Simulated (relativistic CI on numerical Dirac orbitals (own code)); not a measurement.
Slater and spin-orbit integrals, V XX

These numbers are calculated, not measured: Dirac-Coulomb-Breit CI, orbitals from a KLI potential per configuration, model QED (radiative potential, 1s self-energy scaled to tabulated hydrogen-like ionisation energies), unscaled Slater integrals (own radial code, finite nucleus).

Slater integrals F^k, G^k are unscaled and averaged over j, outside the closed core 1s2; ζ comes from projecting the Hamiltonian with its Breit term on Σ l·s of the shell.

- 2s 2p: G^1(2s,2p) = 428360, ζ(2p) = 48403 cm⁻¹; <r>(2s) = 0.2767, <r^2>(2s) = 0.08954, <r>(2p) = 0.2375, <r^2>(2p) = 0.06804 (bohr units).
- 2p2: F^2(2p,2p) = 401830, ζ(2p) = 47862 cm⁻¹; <r>(2p) = 0.2382, <r^2>(2p) = 0.06845 (bohr units).
- 2p 3s: ζ(2p) = 49818, G^1(2p,3s) = 42776 cm⁻¹; <r>(2p) = 0.2355, <r^2>(2p) = 0.06696, <r>(3s) = 0.6414, <r^2>(3s) = 0.467 (bohr units).

Averages of the first 10 configurations, taken without configuration mixing, which lowers the lowest level and can move excited configurations by several eV; other configurations of the list can lie among them:

```csv
Configuration,Parity,States,Average energy above the lowest level (eV)
2s2,even,1,6.9
2s 2p,odd,12,52.5
2p2,even,15,115.4
2p 3s,odd,12,898.0
2p 3p,even,36,914.4
2s 3s,even,4,846.9
2s 3p,odd,12,864.6
2s 3d,even,20,876.4
2s 4s,even,4,1132.4
2s 4p,odd,12,1139.6
```
